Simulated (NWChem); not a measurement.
System: InHOF$_{2}$; SMILES [OH][In]([F])[F]

NWChem input:

```
start job
memory heap 200 mb stack 900 mb global 1100 mb
geometry units angstroms noautoz
  In    -0.026169    -0.015256     0.000000
  F     -1.795008    -0.886488     0.000000
  F     -0.034696     1.945310     0.000000
  O      1.668655    -1.084828     0.000000
  H      1.416236    -2.031354     0.000000
end
basis spherical
  * library def2-svp
end
ecp
  In library def2-ecp
end
dft
  xc m06-2x
  grid fine
  iterations 150
  mulliken
end
task dft gradient
```

Parts of the log:

```
             Northwest Computational Chemistry Package (NWChem) 7.3.0
             --------------------------------------------------------

 CS  symmetry detected

                             Geometry "geometry" -> ""
                             -------------------------

 Output coordinates in angstroms (scale by  1.889725989 to convert to a.u.)

  No.       Tag          Charge          X              Y              Z
 ---- ---------------- ---------- -------------- -------------- --------------
    1 In                  49.0000     0.01650065     0.00123620     0.00000000
    2 F                    9.0000    -1.93983129     0.24741081     0.00000000
    3 F                    9.0000     1.08847544     1.64280917     0.00000000
    4 O                    8.0000     0.84282034    -1.82458099     0.00000000
    5 H                    1.0000     0.11110814    -2.47590585     0.00000000

 Effective nuclear repulsion energy (a.u.)     392.9924569003

      Symmetry information
      --------------------

 Group name             Cs
 Group number              2
 Group order               2
 No. of unique centers     5

                                 NWChem DFT Module
                                 -----------------

 Summary of "ao basis" -> "ao basis" (spherical)
 ------------------------------------------------------------------------------
       Tag                 Description            Shells   Functions and Types
 ---------------- ------------------------------  ------  ---------------------
 In                         def2-svp                10       26   4s4p2d
 F                          def2-svp                 6       14   3s2p1d
 O                          def2-svp                 6       14   3s2p1d
 H                          def2-svp                 3        5   2s1p

      Symmetry analysis of basis
      --------------------------

        a'         52
        a"         21

            General Information
            -------------------
          SCF calculation type: DFT
          Wavefunction type:  closed shell.
          No. of atoms     :     5
          No. of electrons :    48
           Alpha electrons :    24
            Beta electrons :    24
          Charge           :     0
          Spin multiplicity:     1
          Use of symmetry is: on ; symmetry adaption is: on
          Maximum number of iterations: 150
          AO basis - number of functions:    73
                     number of shells:    31
          Convergence on energy requested:  1.00D-06
          Convergence on density requested:  1.00D-05
          Convergence on gradient requested:  5.00D-04

              XC Information
              --------------
                       M06-2X Method XC Functional
                     Hartree-Fock (Exact) Exchange  0.540
                        M06-2X Exchange Functional  1.000
                      M06-2X Correlation Potential  1.000

             Grid Information
             ----------------
          Grid used for XC integration:  fine
          Radial quadrature: Mura-Knowles
          Angular quadrature: Lebedev.
          Tag              B.-S. Rad. Rad. Pts. Rad. Cut. Ang. Pts.
          ---              ---------- --------- --------- ---------
          In                  1.55      141           9.0       974
          F                   0.50       70          11.0       590
          O                   0.60       70           8.0       590
          H                   0.35       60          10.0       590
          Grid pruning is: on
          Number of quadrature shells:   411
          Spatial weights used:  Erf1

      Superposition of Atomic Density Guess
      -------------------------------------

 Sum of atomic energies:        -491.82575751

      Non-variational initial energy
      ------------------------------

 Total energy =    -462.865120
 1-e energy   =   -1099.751169
 2-e energy   =     444.665425
 HOMO         =      -0.469969
 LUMO         =      -0.152397

      Symmetry analysis of molecular orbitals - initial
      -------------------------------------------------

  Numbering of irreducible representations:

     1 a'          2 a"

  Orbital symmetries:

     1 a'          2 a'          3 a'          4 a'          5 a'
     6 a'          7 a"          8 a'          9 a'         10 a'
    11 a'         12 a'         13 a'         14 a"         15 a"
    16 a'         17 a'         18 a'         19 a"         20 a"
    21 a'         22 a'         23 a'         24 a"         25 a'
    26 a"         27 a'         28 a'         29 a'         30 a'
    31 a"         32 a'         33 a'         34 a"

     ---------------------------------------------
      Total Density - Mulliken Population Analysis
     ---------------------------------------------

    Atom       Charge   Shell Charges
 -----------   ------   -------------------------------------------------------
    1 In  21    18.97   2.59 -0.60  0.42  0.11  3.24  2.75  0.29  0.07  9.73  0.36
    2 F    9     9.75   1.99  1.15  0.81  3.55  2.23  0.00
    3 F    9     9.74   1.99  1.15  0.81  3.55  2.23  0.00
    4 O    8     8.89   1.99  1.11  0.70  3.03  2.05  0.00
    5 H    1     0.65   0.52  0.07  0.06

   convergence    iter        energy       DeltaE   RMS-Dens  Diis-err
 ---------------- ----- ----------------- --------- --------- ---------
 d= 0,ls=0.0,diis     1   -465.1513425372 -6.57D+02  2.32D-02  1.29D+00
 d= 0,ls=0.0,diis     2   -465.0663383964  8.50D-02  1.16D-02  2.64D+00
 d= 0,ls=0.0,diis     3   -465.3052301425 -2.39D-01  6.13D-04  3.27D-03
 d= 0,ls=0.0,diis     4   -465.3055197539 -2.90D-04  3.49D-04  1.02D-03
 d= 0,ls=0.0,diis     5   -465.3053440741  1.76D-04  1.57D-04  3.84D-04
  Resetting Diis
 d= 0,ls=0.0,diis     6   -465.3053859352 -4.19D-05  6.41D-05  6.39D-06
 d= 0,ls=0.0,diis     7   -465.3053882587 -2.32D-06  2.21D-05  1.97D-06
 d= 0,ls=0.0,diis     8   -465.3053882046  5.41D-08  1.29D-05  3.31D-06
 d= 0,ls=0.0,diis     9   -465.3053885249 -3.20D-07  3.34D-06  3.17D-08

         Total DFT energy =     -465.305388524881
      One electron energy =    -1101.757040618229
           Coulomb energy =      490.813907839420
    Exchange-Corr. energy =      -46.582878754674
 Nuclear repulsion energy =      192.220623008601

 Numeric. integr. density =       47.999999319655

                  Occupations of the irreducible representations
                  ----------------------------------------------

                     irrep           alpha         beta
                     --------     --------     --------
                     a'               18.0         18.0
                     a"                6.0          6.0

                       DFT Final Molecular Orbital Analysis
                       ------------------------------------

 Vector   22  Occ=2.000000D+00  E=-4.547173D-01  Symmetry=a'
              MO Center= -6.3D-01,  8.0D-01, -2.7D-15, r^2= 3.2D+00
   Bfn.  Coefficient  Atom+Function         Bfn.  Coefficient  Atom+Function
  ----- ------------  ---------------      ----- ------------  ---------------
    44      0.424140  3 F  px                31      0.406368  2 F  py
    47     -0.302969  3 F  px                34     -0.298522  2 F  py
    30      0.282976  2 F  px                33     -0.193812  2 F  px
    17     -0.118380  1 In d -2              21      0.107413  1 In d  2
    11      0.092162  1 In px                14     -0.053909  1 In px

 Vector   23  Occ=2.000000D+00  E=-4.200852D-01  Symmetry=a'
              MO Center=  3.5D-01, -1.2D+00, -1.7D-15, r^2= 3.0D+00
   Bfn.  Coefficient  Atom+Function         Bfn.  Coefficient  Atom+Function
  ----- ------------  ---------------      ----- ------------  ---------------
    58      0.402403  4 O  px                59     -0.307561  4 O  py
    61      0.290699  4 O  px                62     -0.215517  4 O  py
    30     -0.201785  2 F  px                31      0.191939  2 F  py
    12      0.177609  1 In py                21     -0.160205  1 In d  2
    45      0.154115  3 F  py                 3     -0.141035  1 In s

 Vector   24  Occ=2.000000D+00  E=-4.062865D-01  Symmetry=a"
              MO Center=  7.6D-01, -1.7D+00, -5.5D-14, r^2= 1.0D+00
   Bfn.  Coefficient  Atom+Function         Bfn.  Coefficient  Atom+Function
  ----- ------------  ---------------      ----- ------------  ---------------
    60      0.607140  4 O  pz                63      0.467290  4 O  pz
    18      0.102004  1 In d -1              13      0.089961  1 In pz
    32      0.080266  2 F  pz                46      0.074826  3 F  pz
    35     -0.062108  2 F  pz                23     -0.059812  1 In d -1
    49     -0.055691  3 F  pz                16      0.053283  1 In pz

 Vector   25  Occ=0.000000D+00  E=-7.538547D-02  Symmetry=a'
              MO Center=  2.6D-02, -1.2D-01,  1.5D-15, r^2= 3.7D+00
   Bfn.  Coefficient  Atom+Function         Bfn.  Coefficient  Atom+Function
  ----- ------------  ---------------      ----- ------------  ---------------
     4      0.833468  1 In s                  3      0.369116  1 In s
     1     -0.334736  1 In s                 57     -0.295060  4 O  s
    30      0.200569  2 F  px                29     -0.194163  2 F  s
    59     -0.190117  4 O  py                43     -0.185696  3 F  s
    33     -0.184646  2 F  px                62     -0.178562  4 O  py

[...]

                         DFT ENERGY GRADIENTS

    atom               coordinates                        gradient
                 x          y          z           x          y          z
   1 In      0.031182   0.002336   0.000000   -0.000271  -0.002953   0.000000
   2 F      -3.665750   0.467539   0.000000   -0.012985   0.001851   0.000000
   3 F       2.056920   3.104459   0.000000    0.006809   0.010065   0.000000
   4 O       1.592700  -3.447958   0.000000    0.017893  -0.003638   0.000000
   5 H       0.209964  -4.678784   0.000000   -0.011445  -0.005325   0.000000
```

Level: M06-2X/def2-SVP with def2 effective core potentials on In. Coordinates come from a PBE-D3(BJ)/def2-SVP optimisation. def2 effective core potentials on In; no spin-orbit coupling.
